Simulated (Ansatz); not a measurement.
Ansatz (a first-principles code) input (B3LYP-D3(BJ)/def2-TZVP):

Ansatz 0.2 input:
```yaml
crystal:
  periodic: [false, false, false]
  atoms:
    - {symbol: Pb, position_ang: [2.14549214, 0.90348180, 0.00120515]}
    - {symbol: Pb, position_ang: [-0.16565853, -0.06632453, -0.01654382]}
    - {symbol: H, position_ang: [-2.00150416, -0.83564015, -0.03066683]}
basis:
  gaussian:
    orbitals: def2-TZVP
hamiltonian:
  xc: b3lyp
  dispersion: d3bj
total_charge: -1
relax: {f_tol: 0.002, max_steps: 150}
```

End of the output:

```
the calculation of the forces begins
reference -10518.00390805 eV, -386.5295142618 hartree; 23, 23 occupied and 83, 83 virtual orbitals, 904 factors
relax step   7: F+E_penalty+E_count = -10518.13542624 eV  Δ(F+E_penalty+E_count) = -7.184e-7 eV  max|allowed force component| = 1.797e-4 eV/Å  Δτ_max = 0.0003 Å  (21 SCF iters, accepted)
integrals: 0.04 GiB planned
904 factors; their error is unknown
mean field: 0.34 GiB planned
mean field evaluation 64: about -10518.0037 eV, gradient 1.7e-5 eV
mean field -10518.00371714 eV, -386.5295072460 hartree, gradient 1.7e-5 eV, S^2 0.000000; 1 other end points of the search recorded, 0 dependent functions left out
the calculation of the forces begins
reference -10518.00390805 eV, -386.5295142618 hartree; 23, 23 occupied and 83, 83 virtual orbitals, 904 factors
Total energy: -10518.13561715 eV, -386.5343544818 hartree
Atom 0 at     2.201672     0.926965     0.001639 Å, force    -0.000063    -0.000037    -0.000000 eV/Å
Atom 1 at    -0.270746    -0.110169    -0.017357 Å, force     0.000180     0.000102     0.000001 eV/Å
Atom 2 at    -1.952596    -0.815280    -0.030287 Å, force    -0.000116    -0.000065    -0.000001 eV/Å
Dipole moment:     0.307787     0.129108     0.002365 e Å
```

It need not be the lowest isomer of its formula. Whether it binds its extra electron was not tested at this geometry.
